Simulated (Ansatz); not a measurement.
Cost and result for the atomization energy of C3H10B2, SMILES `CBCBC` (15 atoms, 14 bonds).

Cartesian coordinates in Å:
```
C 1.654 0.709 1.523
B 1.054 0.792 0.088
C 0.578 -0.462 -0.711
B -0.868 -0.769 -0.207
C -2.154 -0.394 -1.001
H 2.694 1.060 1.481
H 1.154 1.410 2.201
H 1.650 -0.286 1.973
H 0.934 1.878 -0.415
H 0.593 -0.285 -1.789
H 1.218 -1.305 -0.421
H -0.993 -1.317 0.857
H -1.992 0.240 -1.874
H -2.610 -1.332 -1.349
H -2.913 0.061 -0.356
```

Charge 0, multiplicity 1. All single points use the PBE0-D4/def2-TZVP geometry. It is one conformer, not always the lowest. Program: Ansatz. All runs use 4 threads of an Intel Xeon 6975P-C on a shared host. Times are those of one run each, without the atoms' runs, and a repeat can differ threefold. Electronic energies, without spin–orbit coupling; frozen cores. CCSD(T)/CBS adds CCSD(T) − MP2 in def2-TZVPP to the MP2 limit, and its time is that of the two runs behind it. T1 = 0.011. B3LYP takes the VWN-RPA correlation (the form of Gaussian; ORCA's B3LYP/G). HSE06 is the plane-wave form, built on full-range PBE exchange.

CCSD(T)/CBS is a level of theory with its own doubt, some kJ/mol a heavy atom from the limit and from the frozen cores, so smaller differences don't rank the functionals.

| level | functions | wall time | atomization (kcal/mol) | difference from CCSD(T)/CBS | per bond |
| --- | --- | --- | --- | --- | --- |
| LDA (SPW92)/def2-TZVPP | 295 | 0.9 s | 1546.3 | 173.5 | 12.4 |
| PBE0-D4/def2-TZVPP | 295 | 1.8 s | 1388.7 | 15.9 | 1.1 |
| BHLYP-D4/def2-TZVPP | 295 | 1.9 s | 1361.4 | -11.4 | -0.8 |
| HSE06-D4/def2-TZVPP | 295 | 2 s | 1389.4 | 16.6 | 1.2 |
| r2SCANh-D4/def2-TZVPP | 295 | 2.6 s | 1383.7 | 10.9 | 0.8 |
| B3LYP-D4/def2-TZVPP (with forces) | 295 | 2.9 s | 1384.2 | 11.4 | 0.8 |
| CCSD(T)/def2-SVP | 120 | 3 s | 1325.6 | -47.2 | -3.4 |
| PBE-QIDH/def2-TZVPP | 295 | 3.6 s | 1379.4 | 6.6 | 0.5 |
| ωB97X-V/def2-TZVPP | 295 | 4.3 s | 1380.3 | 7.5 | 0.5 |
| ωB97M-V/def2-TZVPP (with forces) | 295 | 6 s | 1384.5 | 11.7 | 0.8 |
| MP2/def2-QZVPP | 585 | 20 s | 1374.4 | 1.6 | 0.1 |
| CCSD(T)/def2-TZVPP | 295 | 2.4 min | 1347.0 | -25.8 | -1.8 |
| CCSD(T)/CBS(def2) | – | 2.8 min | 1372.8 | 0.0 | 0.0 |

Leaving LDA and LC-ωPBE aside and taking each functional with its dispersion term where it has one, the values, not all of them listed here, spread over 37.4 kcal/mol, from BHLYP-D4 to PBE-D4. LDA lies +153.4 kcal/mol from PBE without D4, its usual overbinding. From BLYP to BHLYP (50 % exact exchange), in def2-TZVPP and without D4, the atomization energy moves by −5.0 kcal/mol: exact exchange takes away binding that semilocal exchange gives to molecules. The D4 term adds +9.3 kcal/mol with B3LYP and +4.9 kcal/mol with PBE0; it sums over pairs of atoms, weighted by their polarisabilities, and B3LYP, whose exchange is more repulsive, gets the larger term.
